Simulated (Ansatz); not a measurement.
```yaml
atoms:
  - { symbol: H, position_ang: [0.0000, 0.0000, -1.3109] }
  - { symbol: Cl, position_ang: [0.0000, 0.0000, 0.0771] }
```

Basis set: cc-pVTZ (spherical functions). Frozen core: 5 orbitals. Charge 0, multiplicity 1.

Computed with Ansatz (development build ahead of 0.2.0); each method stands on the lowest determinant of its kind that the runs found. Restricted open shells among the atoms or ions are ROHF, correlated in semicanonical orbitals with singles.

The atomization energy at this shape (free ground-state atoms in the same class of orbitals less the molecule, no zero-point energy) of singlet HCl:

```csv
method,atomization energy
RHF,3.25 eV
```

(1) What does RHF-MP2 give?

## Answers

(1) 4.32 eV. Caution: the shape is not the minimum.
